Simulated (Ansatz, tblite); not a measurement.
Removing and adding an electron: the cluster Cu2Sn. Total charge 0; singlet. Geometry: PBE-D4/def2-TZVP. Ansatz, gas phase; energy differences of separate SCF runs; the oxidised species was run as a doublet alone; the reduced species was run as a doublet alone.

```csv
atom,x (Å),y (Å),z (Å)
Cu1,1.422,-0.339,-0.063
Cu2,-0.599,0.576,1.205
Sn3,-0.823,-0.236,-1.142
```

In the def2 sets Sn takes a core potential; there is no spin–orbit coupling. The xTB rows come from tblite. The structure comes from a short search, and lower isomers may exist.

Task: Estimate orbital energies and vertical ionisation energies and electron affinities at: GFN1-xTB; GFN2-xTB; PBE-D4/def2-TZVP; PBE-D4/def2-TZVPD; r2SCAN-D4/def2-TZVPD; PBE0-D4/def2-TZVP; PBE0-D4/def2-TZVPD.

Result: 
```
               level  −HOMO (eV)  vertical IE (eV)  −LUMO (eV)  vertical EA (eV)  HOMO–LUMO gap (eV)  IE − EA (eV)                       remarks
            GFN1-xTB       10.22             12.96        9.43              6.62                0.79          6.34                             –
            GFN2-xTB        8.33             11.14        6.76              3.66                1.58          7.49                             –
    PBE-D4/def2-TZVP        4.36              6.90        3.73                 –                0.64             –                             –
   PBE-D4/def2-TZVPD        4.38                 –        3.75              1.54                0.62             –  HOMO above zero (-1 doublet)
r2SCAN-D4/def2-TZVPD        4.45                 –        3.60              1.63                0.84             –  HOMO above zero (-1 doublet)
   PBE0-D4/def2-TZVP        4.96              6.68        2.91                 –                2.05             –                             –
  PBE0-D4/def2-TZVPD        4.97                 –        2.94              1.51                2.03             –                             –
```

Run but left out: r2SCAN-D4/def2-TZVP (singlet: restricted singlet, unstable towards broken spin symmetry).   A HOMO above zero means that the electron is unbound at that level or that self-interaction error raises the level; the energy of removing that electron tells which. Raw xTB energy differences between charge states are shifted by several eV; the methods need an empirical correction for them.
